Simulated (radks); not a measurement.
Charge is removed step by step from the 6s level of Yb, starting from [Xe] 4f14 6s2. All-electron calculation, scalar-relativistic Kohn-Sham, PBEsol, spin-unpolarised, spherical densities, finite nucleus; Fermi nuclear charge, rms radius 5.3108 fm. Program: a radial shooting solver on a logarithmic mesh with Libxc functionals.

removed (e)  E - E(0) (eV)  eigenvalue (eV)  E minus straight line (eV)
0                    0.000           -3.937                       0.000
0.1                  0.418           -4.439                      -0.236
0.2                  0.888           -4.949                      -0.421
0.3                  1.408           -5.466                      -0.555
0.4                  1.980           -5.991                      -0.637
0.5                  2.606           -6.522                      -0.666
0.6                  3.284           -7.060                      -0.642
0.7                  4.017           -7.603                      -0.564
0.8                  4.804           -8.150                      -0.431
0.9                  5.647           -8.703                      -0.243
1                    6.544           -9.260                       0.000

Removing the whole electron costs 6.544 eV by Delta-SCF, against 3.937 eV from minus the eigenvalue at the starting occupation. Slater's transition state (half an electron removed) gives 6.522 eV. Integrating minus the eigenvalue over the occupation (Janak's theorem) gives 6.548 eV. In this scalar-relativistic scheme the density is built from large components alone, so the theorem holds only approximately. The mean slope of the eigenvalue, de/dn, is 5.32 eV per electron. Ionisation energy of Yb in the NIST Atomic Spectra Database: 6.254 eV (measured).

Beside tabulated values, note that spin-unpolarised runs miss the spin-polarisation part of the exchange energy of open shells.
